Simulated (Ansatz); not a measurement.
SiN$_{2}$H$_{8}$O, closed shell: at a first-order saddle point.

Input (in.yaml):

```yaml
crystal:
  periodic: [false, false, false]
  atoms:
    - {symbol: Si, position_ang: [0.460867, -0.474805, 0.072064]}
    - {symbol: O, position_ang: [-1.475474, -0.161871, -0.492635]}
    - {symbol: H, position_ang: [0.467896, -1.598015, -0.911937]}
    - {symbol: H, position_ang: [1.931624, -0.442438, 0.440186]}
    - {symbol: N, position_ang: [-0.141915, -0.461148, 1.660735]}
    - {symbol: H, position_ang: [-0.769053, 0.772617, -0.977062]}
    - {symbol: N, position_ang: [0.402070, 1.127989, -0.893455]}
    - {symbol: H, position_ang: [-1.784147, -0.811714, -1.126977]}
    - {symbol: H, position_ang: [0.466536, -0.538022, 2.455785]}
    - {symbol: H, position_ang: [-1.124400, -0.504802, 1.865409]}
    - {symbol: H, position_ang: [0.952759, 1.137150, -1.742706]}
    - {symbol: H, position_ang: [0.613337, 1.955059, -0.349408]}
basis:
  gaussian: {orbitals: def2-TZVPP}
hamiltonian: {xc: pbe0, dispersion: d4}
output: {orbitals: {seedname: orbitals}}
```

Launched with

```bash
ansatz run in.yaml --threads 4 --pin off --events-out ev --progress --plain --max-ram 9574MiB
```

The run's output (Ansatz 0.2.0):

```
Functional definition: PBE0
  name "PBE0"
  cite "Adamo & Barone, J. Chem. Phys. 110, 6158 (1999) doi:10.1063/1.478522"
  cite "Perdew, Burke & Ernzerhof, Phys. Rev. Lett. 77, 3865 (1996) doi:10.1103/PhysRevLett.77.3865"
  parent pbe
  parameter a = 0.25
  parameter kappa = 0.804
  parameter beta = 0.06672455060314922
  exchange = (1 - a)*pbe_x(kappa = kappa, mu = beta*pi^2/3) + a*exact_x
  correlation = pbe_c(beta = beta)
1224 factors; their error is unknown
mean field evaluation 1: about -13016.6670 eV, gradient 8.6e1 eV
mean field evaluation 2: about -13000.0439 eV, gradient 1.2e2 eV
mean field evaluation 4: about -13029.4618 eV, gradient 8.2e0 eV
mean field evaluation 8: about -13029.5801 eV, gradient 1.5e-1 eV
mean field evaluation 16: about -13029.6063 eV, gradient 7.6e-5 eV
mean field -13029.60634452 eV, -478.8292013768 hartree, gradient 7.6e-5 eV, S^2 0.000000; 0 other end points of the search recorded, 0 dependent functions left out
reference -13029.60637409 eV, -478.8292024633 hartree; 22, 22 occupied and 225, 225 virtual orbitals, 1224 factors
Total energy: -13029.78717521 eV, -478.8358467818 hartree
```

The lines “mean field evaluation” count trial sets of orbitals through the whole run, from several starts and some on an approximate energy, so they need not fall steadily or lie above the final value.

The run took about 4.2 s on 4 CPU threads of an Arm Neoverse V1 (shared host).
